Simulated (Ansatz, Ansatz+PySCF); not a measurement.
```xyz
2

Be    0.0000    0.0000   -2.6769
O     0.0000    0.0000    1.3385
```

Basis set: STO-3G (spherical functions). Left uncorrelated: 1 orbital. Charge 0, multiplicity 1.

Computed with Ansatz (development build ahead of 0.2.0); each method stands on the lowest determinant of its kind that the runs found. Restricted open shells among the atoms or ions are ROHF, correlated in semicanonical orbitals with singles.

The atomization energy at this shape (free ground-state atoms in the same class of orbitals less the molecule, no zero-point energy) of singlet BeO:

| method | atomization energy |
| --- | --- |
| UHF-MP2 | -1.25 eV |
| RHF-CCSDT(Q) | -2.58 eV |
| UHF | -1.29 eV |
| RHF | -3.87 eV |

(1) What does RHF-MP2 give?

Results:

(1) -3.48 eV. Caution: another spin multiplicity may lie lower; the molecule lies well above its atoms at this level; the shape is not the minimum. Caution for UHF-MP2, RHF-CCSDT(Q), RHF-MP2: large amplitudes, a single reference is doubtful. Caution for UHF-MP2, UHF: the determinant breaks the point group; the unrestricted determinant is a mixture of spin states. Caution for RHF-CCSDT(Q), RHF-MP2, RHF: an unrestricted determinant lies well below. Caution for RHF-CCSDT(Q): the amplitudes may be one of several solutions. Caution for UHF: a free atom is spin contaminated.

This basis has no polarisation functions and is too small for such energies, which can lie far from measured ones in either direction.
